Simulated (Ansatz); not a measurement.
`C=[C](F)[GeH3]` + H₂S → `[SH][GeH3]` + `C=CF`  (ligand exchange at a Ge–C bond)

Program: Ansatz. Geometries: PBE0-D4/def2-TZVP. ΔE: electronic, gas phase. CCSD(T)/CBS adds triple-zeta CCSD(T) − MP2 to the extrapolated MP2 energy (def2 sets, frozen cores). This one scheme is used for every species. DFT in def2-TZVPP. For Ge outer-core shells are correlated without core-valence functions, which leaves a few kJ/mol of doubt a bond. Scalar relativity is left out up to krypton.

```
    level  ΔE (kJ/mol)
  ωB97X-V        -60.2
CAM-B3LYP        -60.8
```

What does CCSD(T)/CBS give? (An estimate is asked.)

Ansatz gave: -58.5 kJ/mol. The listed levels differ from it by -1.7, -2.3 kJ/mol.

Largest T1 diagnostic among the species: 0.012.

From PBE to PBE0 (25 % exact exchange), in def2-TZVPP and without D4, ΔE moves by −3.1 kJ/mol. Leaving LDA and LC-ωPBE aside and taking each functional with its dispersion term where it has one, the values, not all of them listed here, spread over 6.8 kJ/mol, from r2SCAN0-D4 to BLYP-D4. LDA lies +6.2 kJ/mol from PBE without D4. In def2-TZVPP, CCSD(T) changes the Hartree–Fock value by +14.2 kJ/mol (the triples alone add +1.4 kJ/mol) and MP2 by +11.8 kJ/mol.

CCSD(T)/CBS has its own doubt, a few kJ/mol and more with outer-core shells, so smaller differences from it don't rank the levels.
